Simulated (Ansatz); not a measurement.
Computed with Ansatz on PBE0-D4/def2-TZVP structures; ΔE is electronic, products minus reactants. CBS: MP2 limit from def2 TZ/QZ plus the TZ coupled-cluster correction, frozen cores. For Ge outer-core shells are correlated without core-valence functions, which leaves a few kJ/mol of doubt a bond. Scalar relativity is left out up to krypton. One conformer a species, not always the lowest.

Consider the redistribution: `O[SiH](Cl)[S][GeH2][Cl]` + `O[SiH](O)CF` → `F[CH2][GeH2][Cl]` + `O[SiH](O)S[SiH](O)Cl`.

```csv
species,HF/def2-QZVPP energy (Eh)
`O[SiH](Cl)[S][GeH2][Cl]`,-3758.41295
`O[SiH](O)CF`,-579.14250
`F[CH2][GeH2][Cl]`,-2674.66493
`O[SiH](O)S[SiH](O)Cl`,-1662.89211
```

Work out ΔE.

ΔE = (-2674.66493) + (-1662.89211) − (-3758.41295) − (-579.14250) = -0.00159 Eh = -4.2 kJ/mol. CCSD(T)/CBS gives -8.8 kJ/mol.

Largest T1 diagnostic among the species: 0.012.

In def2-TZVPP, CCSD(T) changes the Hartree–Fock value by −4.9 kJ/mol (the triples alone add −0.7 kJ/mol) and MP2 by −5.3 kJ/mol.
